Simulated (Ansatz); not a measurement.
Z-matrix (Å, degrees):
```
C
C 1 1.387
C 1 1.387 2 119.5
H 1 1.084 2 120.3 3 -180.0
C 2 1.385 1 120.2 3 0.0
H 2 1.084 1 120.1 3 -179.5
C 3 1.385 1 120.2 2 0.0
H 3 1.084 1 120.1 2 -179.5
C 5 1.395 2 120.9 1 -0.0
H 5 1.084 2 119.7 1 -178.5
H 7 1.084 3 119.7 1 -178.5
C 9 1.474 5 120.9 2 -180.0
C 12 1.395 9 120.9 5 -38.2
C 12 1.395 9 120.9 5 141.8
C 13 1.385 12 120.9 9 -180.0
H 13 1.084 12 119.4 9 -1.5
C 14 1.385 12 120.9 9 -180.0
H 14 1.084 12 119.4 9 -1.5
C 15 1.387 13 120.2 12 -0.0
H 15 1.084 13 119.7 12 179.4
H 17 1.084 14 119.7 12 179.4
H 19 1.084 15 120.3 13 -180.0
```

The species carries charge 0 and has multiplicity 1.

(1) List the CAM-B3LYP/def2-TZVPP orbital energies in eV (Ansatz 0.2.0). (Estimate.)

## Answers

(1) The calculation gave: Occupied: -279.17, -279.16, -278.91, -278.91, -278.91, -278.91, -278.88, -278.88, -278.88, -278.88, -278.87, -278.87, -26.14, -25.50, -23.53, -22.75, -22.52, -21.89, -19.17, -19.03, -18.20, -17.84, -16.63, -15.62, -14.73, -14.68, -13.90, -13.89, -13.50, -13.37, -13.27, -12.37, -11.85, -11.78, -11.38, -10.97, -10.89, -9.26, -8.57, -8.56, -7.71. Lowest empty: 0.13, 0.77, 0.91, 1.75, 2.41, 2.55, 2.92, 3.27.
